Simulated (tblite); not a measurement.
Species: C7H14NP.
Structure used (GFN2-xTB), in Å, numbered top down from 1:
```xyz
23
C7H14NP angstrom
C     -1.145   -2.610    0.563
C     -1.137   -1.434   -0.042
P     -1.044    0.141    0.873
N     -1.666    1.089   -0.441
C     -1.712    2.532   -0.249
C      0.769    0.533    0.601
C      1.726   -0.593    1.026
C      2.090   -0.817   -0.448
C      1.295    0.435   -0.839
H     -1.094   -2.692    1.637
H     -1.200   -3.540    0.019
H     -1.216   -1.353   -1.121
H     -2.602    0.749   -0.654
H     -2.382    2.853    0.556
H     -2.040    2.997   -1.179
H     -0.707    2.885   -0.022
H      0.961    1.489    1.097
H      2.559   -0.245    1.635
H      1.259   -1.443    1.523
H      1.672   -1.736   -0.853
H      3.154   -0.784   -0.674
H      1.922    1.278   -1.124
H      0.533    0.295   -1.603
```

Computed values, GFN2-xTB/tblite, gas phase, harmonic and unscaled. This tight-binding method is rough: wavenumbers can miss measured ones by several per cent, in bad cases by 10 to 20. One conformer, not necessarily the lowest.

Harmonic wavenumbers (cm⁻¹): 55.4, 74.3, 88.8, 102.2, 148.7, 153.9, 198.9, 217.8, 276.9, 318.5, 342.3, 388.4, 550.8, 599.1, 702.3, 719.8, 738.0, 780.3, 813.5, 826.2, 901.8, 993.1, 999.0, 1001.9, 1010.1, 1039.9, 1041.7, 1056.2, 1076.9, 1093.0, 1096.6, 1119.0, 1176.5, 1181.9, 1218.3, 1219.3, 1233.5, 1242.9, 1260.6, 1263.6, 1324.9, 1400.2, 1416.0, 1469.1, 1472.7, 1489.0, 1491.1, 1493.8, 1662.1, 2912.4, 2921.5, 2980.2, 2989.1, 2991.9, 2999.1, 3005.4, 3009.9, 3012.1, 3017.5, 3026.3, 3077.2, 3102.8, 3305.3.

A = 1718, B = 1231, C = 873.4 MHz; mass 143.086 u (most abundant isotopes); point group C1, symmetry number 1.

Zero-point energy?

Half the sum of the wavenumbers: 42946 cm⁻¹ = 122.79 kcal/mol.

Entropy at 400 K, 1 bar (ideal gas, RRHO, classical rotation)?

Translation 42.27, rotation 30.42, vibration 46.06: S = 118.8 cal/(mol K).

And Cp and H(400 K) − H(0)?

Cp = 54.92 cal/(mol K), of which vibrations give 46.97 (their classical limit is 63 R = 125.2); H(400 K) − H(0) = 12.66 kcal/mol without the zero-point energy, 9.48 from vibrations.

How do the functions run with temperature in this model?

```tsv
T (K)	S (cal/(mol K))	Cp (cal/(mol K))	H − H(0) (kcal/mol)	G − H(0) (kcal/mol)	ln q(vib)
50	59.6	14.6	0.52	-2.46	0.52
100	72.0	21.5	1.43	-5.77	1.99
298.15	104.5	42.6	7.69	-23.47	8.20
373.15	115.0	51.8	11.23	-31.70	10.45
500	132.2	65.6	18.70	-47.39	14.23
750	162.8	85.1	37.72	-84.36	21.50
1000	189.1	97.8	60.68	-128.42	28.38
```

q(vib) and H(0) count from the zero-point level.

What must be added to the electronic energy to get the Gibbs energy at 400 K and 1 bar?

ZPE + [H(400 K) − H(0)] − T·S = 122.79 + 12.66 − 47.50 = 87.95 kcal/mol.

Hindered rotation and anharmonicity are outside this model. Other conformers, if any are populated, would add a mixing term that is left out. The structure is chiral; the term R ln 2 for an equal mix with its mirror image is left out.

Time: 0.87 s. Hardware: an Arm Neoverse V2 with one thread, no GPU, shared host with 32 logical CPUs at a one-minute load of 22. The figure is for the frequency step alone.
